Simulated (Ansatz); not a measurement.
System: trichloro(methyl)silane, CH3Cl3Si, charge 0, multiplicity 1. 
Coordinates optimised at B3LYP-D3(BJ)/def2-TZVP (Ansatz, a program for electronic structure):
```xyz
8

C     -2.0627    -0.3957     0.0885
Si    -0.2519    -0.0483     0.0108
Cl     0.6454    -1.2184    -1.4133
Cl     0.0845     1.9175    -0.4631
Cl     0.6341    -0.4375     1.8180
H     -2.2311    -1.4433     0.3411
H     -2.5306     0.2313     0.8485
H     -2.5246    -0.1857    -0.8770
```
Charge 0, spin multiplicity 1.

CCSD(T) with Ansatz in growing basis sets, 32 correlated electrons. Correlated levels leave the core frozen unless marked. Open shells are spin-unrestricted. No spin-orbit coupling. Non-relativistic. Costs are ratios of core time to the smallest set, on shared machines of one kind, and rough; they hold the program's checks for lower states.

```
basis        functions  cost over smallest  E(corr) (Eh)  electronic atomisation energy (kcal/mol)
-----------  ---------  ------------------  ------------  ----------------------------------------
cc-pV(D+d)Z        121                  1×       -0.7224                                     617.4
cc-pV(T+d)Z        228                  6×             ?                                         ?
```

What does the step to cc-pV(T+d)Z buy, and how does its cost grow by formal scaling?

Formally CCSD grows as o²v⁴ and (T) as o³v⁴; with o = 16 and v going from 84 to 191 both grow 27-fold in the last step, while integrals and the mean field grow more slowly. That step adds 235.8 mEh of correlation energy and 41.3 kcal/mol to the atomisation energy. Row: E(corr) (Eh) -0.9582, electronic atomisation energy (kcal/mol) 658.6.
